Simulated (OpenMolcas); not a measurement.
Co+: effect of the IPEA shift

```json
{"Program": "OpenMolcas 26.06", "Basis": "ANO-R1 [5s3p2d1f]", "Scalar Hamiltonian": "X2C, finite nucleus", "Active space": "8 electrons in 5 orbitals (3d)", "State averaging": "2S+1 = 3 even, 10 roots; 2S+1 = 1 even, 15 roots", "Spin-orbit coupling": "state interaction with AMFI integrals over the reference wave functions, term energies averaged over their components"}
```

Methods on the same reference wave functions:
A. CASSCF
B. SS-CASPT2, IPEA 0 Eh, imaginary shift 0.1 Eh (closed shells correlated: 3s 3p)
C. SS-CASPT2, IPEA 0.25 Eh, imaginary shift 0.1 Eh (closed shells correlated: 3s 3p)

Energies in cm-1 above 3d8 3F4, the measured ground level; measured values from NIST Handbook of Basic Atomic Spectroscopic Data.

```csv
Level,A,B,C,Measured
3d8 3F4,0.0,0.0,0.0,0.0
3d8 3F3,951,952,952,950
3d8 3F2,1616,1602,1603,1597
3d8 1D2,14593,11180,11400,
3d8 3P2,17693,14750,15120,
3d8 3P1,18006,15090,15470,
3d8 3P0,18205,15280,15660,
3d8 1G4,22656,20550,20530,
3d8 1S0,54739,45260,45570,
```

Deviations, from unrounded energies. A percentage is the sum of absolute deviations over the sum of measured energies, with the sign that they share, or ± where signs differ.

```tsv
Against measurement	Levels	A	B	C
mean absolute deviation (cm-1)	2	9.3	3.1	3.7
fine structure of the ground term (%)	2	+0.7	+0.2	+0.3
```

B, C lie about equally close to measurement and A furthest from it. The largest miss of B in the table is 3d8 3F2, by +5 cm-1. The ranking rests on the paired levels alone, and a cruder setting can come out closer through cancelling errors.

Between B and C the level of the table that moves most is 3d8 3P1, by 380 cm-1 (lowest in B, highest in C). Moves below CASPT2's spread within the term are not significant.

The two smallest mean deviations differ by little beside CASPT2's spread within terms, so their order carries little weight.

From A to B the spin-free energies of the other terms of 3d8 shown, above 3F, scale by factors of 0.75 to 0.90, as is usual when dynamic correlation screens the repulsion within a d or f shell.

The lowest spin-free term lies below A's lowest term by 0.455 hartree in B, 0.447 hartree in C.

CASPT2 breaks the degeneracy within a term, and the mean is taken; among the terms shown or strongly mixed into the levels shown the widest spread is 1400 cm-1 (3d8 1G, B). Without dynamic correlation excited terms often stand tens of per cent too high (terms of higher spin than the ground term too low), and those without a measured partner can miss by more than the paired ones (holds for A). Measured partners are found by configuration, term and J. A level has none where our copy of the source lacks it or the pairing is in doubt (some pairs that miss far off the trend of their configuration count as doubtful), and it then counts in no deviation. Levels of configurations outside the active space are missing.
